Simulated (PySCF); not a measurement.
**Excitation energies in several basis sets**

Compound: C₅H₅Al.
Structure used (PBE0-D3(BJ)/def2-SVP), in Å, numbered top down from 1:
```
atom  x, y, z in Å
C1     1.772    2.510    0.314
C2     1.079    1.518    0.150
Al3   -0.048   -0.010   -0.080
C4    -1.974    0.187   -0.230
C5     0.798   -1.722   -0.184
C6     1.330   -2.819   -0.255
H7     2.391    3.380    0.453
H8    -2.506   -0.764   -0.069
H9    -2.238    0.547   -1.240
H10   -2.366    0.932    0.481
H11    1.801   -3.785   -0.316
```

TDDFT with PBE0 (PySCF), vertical singlets, core orbitals frozen in the response, spherical d and f functions. Geometry: PBE0-D3(BJ)/def2-SVP; no solvent, vibrations or thermal averaging.

```json
{"basis": "6-31G*", "functions": "98", "diffuse": "no", "S1 (eV)": "4.77", "S2 (eV)": "4.85", "S3 (eV)": "5.32", "S4 (eV)": "5.57", "S5 (eV)": "5.84", "LUMO (eV)": "-1.42", "α (au)": "66.1"}
{"basis": "def2-SVP", "functions": "113", "diffuse": "no", "S1 (eV)": "4.86", "S2 (eV)": "4.92", "S3 (eV)": "5.40", "S4 (eV)": "5.63", "S5 (eV)": "5.87", "LUMO (eV)": "-1.55", "α (au)": "67.7"}
{"basis": "6-31+G*", "functions": "122", "diffuse": "yes", "S1 (eV)": "4.81", "S2 (eV)": "4.88", "S3 (eV)": "5.34", "S4 (eV)": "5.57", "S5 (eV)": "5.83", "LUMO (eV)": "-1.65", "α (au)": "75.0"}
{"basis": "def2-SVPD", "functions": "164", "diffuse": "yes", "S1 (eV)": "4.88", "S2 (eV)": "4.93", "S3 (eV)": "5.41", "S4 (eV)": "5.63", "S5 (eV)": "5.86", "LUMO (eV)": "-1.65", "α (au)": "80.9"}
{"basis": "aug-cc-pVDZ", "functions": "187", "diffuse": "yes", "S1 (eV)": "4.82", "S2 (eV)": "4.88", "S3 (eV)": "5.34", "S4 (eV)": "5.57", "S5 (eV)": "5.84", "LUMO (eV)": "-1.69", "α (au)": "83.0"}
{"basis": "def2-TZVP", "functions": "222", "diffuse": "no", "S1 (eV)": "4.87", "S2 (eV)": "4.93", "S3 (eV)": "5.38", "S4 (eV)": "5.61", "S5 (eV)": "5.85", "LUMO (eV)": "-1.62", "α (au)": "77.3"}
{"basis": "def2-TZVPD", "functions": "273", "diffuse": "yes", "S1 (eV)": "4.86", "S2 (eV)": "4.93", "S3 (eV)": "5.38", "S4 (eV)": "5.60", "S5 (eV)": "5.85", "LUMO (eV)": "-1.64", "α (au)": "82.9"}
```

**Question.** Compare the sets with the largest diffuse one.

**Answer.** States are compared by their number. Against the largest diffuse basis here (def2-TZVPD, itself not a converged limit), sets without diffuse functions differ by up to 0.09 eV in S1 and 0.03 eV in S5; the smaller diffuse sets differ by up to 0.05 and 0.01 eV. State by state, the largest deviation of a set without diffuse functions is S1 0.09, S2 0.08, S3 0.05, S4 0.04, S5 0.03 eV. The same number needn't mean the same state in each row. Against def2-TZVPD the polarisability deviates by -20% in 6-31G*, -18% in def2-SVP, -10% in 6-31+G*, -2% in def2-SVPD, 0% in aug-cc-pVDZ, -7% in def2-TZVP. A single + in a Pople set puts diffuse functions on heavy atoms only.
